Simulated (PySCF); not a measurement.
# CH5B3N4

The system: CH5B3N4, a molecule; neutral, singlet. The structure, one conformer, was relaxed in the gas phase by PBE0-D3(BJ)/def2-SVP. No frequency run checks that it is a minimum.

SMILES: N#CN1BNBNB1

Coordinates in Å:
```
B1     -0.846   -0.448    0.869
N2     -0.364    0.811    1.297
B3      0.604    1.573    0.574
N4      1.097    1.012   -0.644
B5      0.676   -0.239   -1.155
N6     -0.311   -0.974   -0.378
C7     -0.741   -2.169   -0.825
N8     -1.110   -3.198   -1.210
H9     -1.661   -1.082    1.486
H10    -0.727    1.189    2.162
H11     0.988    2.645    0.973
H12     1.782    1.534   -1.174
H13     1.096   -0.702   -2.182
```

Shieldings: GIAO PBE0/pcSseg-1. Shifts are against computed references at the same level: C TMS (σ 184.4 ppm), H TMS (σ 31.27 ppm). Core levels by delta-SCF with SCAN, pcX-2 on the ionised atom and pcseg-1 elsewhere, spin-free X2C; from the vacuum level, for chosen atoms.

(1) Give the shieldings and core levels atom by atom.

(2) Which of N2, N6 holds its core electrons tightest, and by how much against the loosest?

(3) By CAM-B3LYP/def2-SVPD (TDDFT singlets, Tamm-Dancoff triplets, ionisation by delta-SCF), where does absorption start, and what does vertical ionisation take?

Answers

(1) 
```csv
atoms,bonded to,σ (ppm),δ (ppm),core level (eV)
B1 B5,2 N + 1 H,70.2,-,1s 196.73
N2 N4,2 B + 1 H,118.6,-,1s 405.50
B3,2 N + 1 H,72.5,-,1s 196.58
N6,2 B + 1 C,131.0,-,1s 406.44
C7,2 N,63.9,120.5,1s 292.87
N8,1 C,16.6,-,-
H9 H13,1 B,26.25,5.02,-
H10 H12,1 N,25.38,5.88,-
H11,1 B,26.49,4.77,-
```

Values are those of this one static structure; atoms that internal rotation interchanges would show their mean in an NMR spectrum.

The core-hole states of B5, B3, C7 are spin-contaminated (⟨S²⟩ 0.83, 0.83, 0.82 against 0.75 for a pure doublet), so those values and differences from them are less sure.

(2) N6 (bonded to 2 B + 1 C), by 0.93 eV over N2 (bonded to 2 B + 1 H).

(3) The first singlet with intensity lies at 6.96 eV (f 0.240); what lies below it is dark. The lowest singlet lies at 6.68 eV (f 0.000), the strongest of the first 6 at 6.96 eV (f 0.240), the lowest triplet at 5.89 eV; vertical ionisation takes 10.41 eV.
